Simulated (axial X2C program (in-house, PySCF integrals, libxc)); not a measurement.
## CuO: properties at the nuclei

Computed with an axial X2C code built on PySCF integrals: two-component X2C with atomic mean-field Coulomb and Gaunt terms, Gaussian nuclei, basis Cu dyall-cv3z, O dyall-av3z with contracted cores.

R = 1.716 Å (near the PBE0 minimum at charge 0 of the determinant lowest at the starting distance; the state shown can have its own minimum elsewhere).

Input and command:
```json
{"zs": [29, 8], "q": 0, "bas": ["dyall-cv3z", "dyall-av3z"], "r0": 1.72, "levels": ["PBE0", "HF", "BHandHLYP", "PBE50", "BP86"], "nst": 3}
```
```bash
python soeom.py task.json out
```

Keys: zs atomic numbers; q charge; bas basis sets; r0 starting distance in Å; levels methods; nst determinants followed.

Determinant lowest in the PBE0 search, Ω = 3/2 (⟨Sz⟩ = 0.50, ⟨Lz⟩ = 1.00 at PBE0), spin on the atoms Cu 0.02, O 0.48:

```
    level  Eeff magnitude (GV/cm)  Ws magnitude Cu (kHz)  A∥/gI Cu (MHz)  qzz Cu (a.u.)  A∥/gI O (MHz)  qzz O (a.u.)  μ (D)
     PBE0                   0.149                 0.0198           -49.5           0.58            196         -0.06  -4.64
       HF                  0.0252                  0.023            -162          -1.10            236         -0.77  -5.67
BHandHLYP                  0.0852                0.00558            -108          -0.04            224         -0.42  -4.94
    PBE50                  0.0736                0.00244             -99          -0.16            215         -0.42  -5.04
     BP86                   0.165                 0.0239            74.2           1.37            159          0.47  -4.20
```

Determinant 0.04 eV from it at PBE0 and this distance, Ω = 1/2 (⟨Sz⟩ = -0.50, ⟨Lz⟩ = 1.00 at PBE0), spin on the atoms Cu -0.01, O -0.49:

| level | Eeff magnitude (GV/cm) | Ws magnitude Cu (kHz) | A∥/gI Cu (MHz) | qzz Cu (a.u.) | A∥/gI O (MHz) | qzz O (a.u.) | μ (D) |
| --- | --- | --- | --- | --- | --- | --- | --- |
| PBE0 | 0.189 | 0.0923 | 753 | 0.57 | 852 | -0.08 | -4.63 |
| HF | 0.0198 | 0.0642 | 704 | -1.11 | 777 | -0.77 | -5.66 |
| BHandHLYP | 0.106 | 0.0345 | 680 | -0.05 | 867 | -0.43 | -4.94 |
| PBE50 | 0.0935 | 0.0246 | 661 | -0.16 | 880 | -0.43 | -5.03 |
| BP86 | 0.228 | 0.123 | 732 | 1.37 | 777 | 0.45 | -4.18 |

Eeff is the effective electric field on the electron electric dipole moment in this Ω state and Ws the scalar–pseudoscalar constant of the nucleus named (defined with the proton number Z and per Ω); A∥ (defined per Ω) follows by multiplying with gI = μI/(I μN); qzz is the electric field gradient, eQq0 = 234.96 MHz × Q/barn × qzz; μ is positive if the O end (last atom) is positive. The operators were transformed with the bare-nucleus X2C matrices; with these basis sets, hyperfine constants and field gradients can be off by tens of per cent, and where levels differ in sign neither size nor sign is settled.

Q: With gI(17O) = -0.7575 (g factors from the IAEA table of nuclear moments by Stone), turn the PBE0 values of the first state into constants in MHz.

A: A∥(17O) = 196 × -0.7575 = -148 MHz.

Each state is one determinant with collinear spin. Unrestricted Hartree–Fock can overshoot spin polarisation at the nuclei. In the state Ω = 3/2 the sign of Eeff differs between levels (HF against PBE0). In the state Ω = 1/2 the sign of Eeff differs between levels (HF against PBE0). Where Eeff spreads by more than a factor of two the levels disagree and none is to be relied on. At HF a later determinant lies lower. The search compared states at one distance, so a state with another bond length can lie lower. The sign of Ws at Cu differs between levels in the first state. The sign of Ws at Cu differs between levels in the second state. Further determinants of the search, some of them spin-mixed, are not shown. Where a field gradient or hyperfine factor spreads by more than a factor of two over the levels, a constant derived from it is not to be relied on. PBE0 term energies can be off by some tenths of an eV.
